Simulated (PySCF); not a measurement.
Compound: nickel trifluoride, NiF3 (quartet state).
Atom-mapped SMILES: `[F:1][Ni:2]([F:3])[F:4]`

The calculation used PySCF 2.14.0, PBE0-D3(BJ)/def2-SVP geometry optimisation, gas phase.

Q: List the bond lengths and angles at this level.

A: 
```tsv
bond	length (pm)	order
F1–Ni2	171.1	single
Ni2–F3, Ni2–F4	172.6	single
```

Bonds in one row agree within 1 pm and their mean is given. Orders are formal, as drawn. A selection of angles:
```tsv
angle	degrees
F1–Ni2–F3	123.5
F3–Ni2–F4	113.6
```

Ni2 (nickel bonded to 3 F) is planar (angles 123.5°, 122.9° and 113.6°, sum 360.0°, 0.00 Å off the plane of its three neighbours). The 4 heavy atoms lie in one plane (0.000 Å rms).

Point group: near D3h, missed by 0.15 Å at most; the miss may be what the optimiser left on a soft mode (C2v holds within 0.08 Å). PBE0-D3(BJ)/def2-SVP frequencies: not computed here. ⟨S²⟩ = 3.759 (exact for a quartet: 3.75).

Time: 58 s of wall time; peak memory 0.34 GiB. Hardware: one thread of an Intel Xeon Platinum 8488C, shared host with 192 logical CPUs at a one-minute load of 124. This is the geometry optimisation.
